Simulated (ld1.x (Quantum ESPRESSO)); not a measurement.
# Transferability test, RRKJ potential for fluorine (F)

fluorine, norm-conserving RRKJ (Kleinman–Bylander form), made with ld1.x (Quantum ESPRESSO) 7.5 (PBEsol, scalar-relativistic). Core [He], reference 2s1.75 2p5.25. Waves: 2p (bound): rc 1.25 bohr; 2s (bound): rc 0.65 bohr. Local part: the s channel. Core correction: a·sin(br)/r model core inside 0.65 bohr. rho0 = 0.001.

Energies are relative to the spin-unpolarised reference configuration 2s1.75 2p5.25; without spin polarisation the order of configurations can differ from experiment.

| valence configuration | charge | ΔE all-electron (eV) | error AE − PS (meV) |
| --- | --- | --- | --- |
| 2s2 2p5 | 0 | -4.669 | +1.3 |
| 2s2 2p4 | +1 | 14.648 | +28 |
| 2s2 2p3 | +2 | 52.926 | +175 |
| 2s1 2p6 | 0 | 14.027 | +9.6 |
| 2s2 2p4.5 | +0.5 | 2.841 | +8.4 |
| 2s2 2p5.3 | -0.3 | -7.322 | -0.8 |
| 2s2 2p2 | +3 | 113.415 | +681 |
